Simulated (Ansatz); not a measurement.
Born–Oppenheimer molecular dynamics of ClH3OSn (6 atoms, charge 0, multiplicity 1). It starts from a relaxed structure.

Theory: RHF/def2-SVP (Ansatz 0.2.0).

```json
{
 "ensemble": "NVE (velocity Verlet)",
 "time step": "0.5 fs",
 "steps asked": "500",
 "starting velocities drawn for": "1500 K",
 "seed": "360962"
}
```

First frame:

```xyz
6
Properties=species:S:1:pos:R:3
Sn 0.004 0.045 -0.044
O -0.034 -0.020 1.908
H -0.827 -0.289 2.345
H 1.632 -0.058 -0.490
H -0.880 1.376 -0.616
Cl -1.117 -1.883 -0.807
```

Problem. What does the run give?

Solution. The run went to its last step.

- steps done: 500
- time covered: 250 fs
- mean temperature over the second half: 774 K
- spread of the potential energy over the second half: 28.3 meV per atom
- mean potential energy of the second half above the start: 62.7 meV per atom

The conserved energy stayed within 0.31 meV per atom of its start (net change 0.22 meV per atom), so the integration is sound. Over the second half the temperature averaged 0.52 of the 1500 K drawn at the start: a run that starts near a minimum puts about half its kinetic energy into the potential. A run of 0.25 ps of so small a system gives no equilibrium averages.

Problem. What happens to the structure?

Solution. The same pairs are bonded in the first frame and the last. Pairs count as bonded within 1.25 times the sum of covalent radii (0.12 Å more for H–H). This is one draw of velocities; another would differ in detail.

Problem. How do temperature and energy run in time?

Solution. 
```tsv
time (fs)	T (K)	potential energy less start (eV)	conserved less start (meV/atom)
0	1500	0.000	0.00
12.5	894	0.314	0.11
25	868	0.327	0.10
37.5	521	0.507	0.21
50	403	0.569	0.20
62.5	211	0.668	0.28
75	820	0.352	0.12
87.5	802	0.361	0.10
100	1074	0.221	0.06
112.5	1274	0.117	0.09
125	1023	0.247	0.15
137.5	726	0.402	0.21
150	215	0.666	0.27
162.5	441	0.548	0.12
175	794	0.366	0.11
187.5	1140	0.186	0.03
200	1212	0.150	0.11
212.5	1220	0.146	0.10
225	859	0.333	0.18
237.5	435	0.552	0.25
250	418	0.561	0.22
```

The run took 12 min on 1 thread of Arm Neoverse V1, on a shared host, peak memory 0.14 GiB.
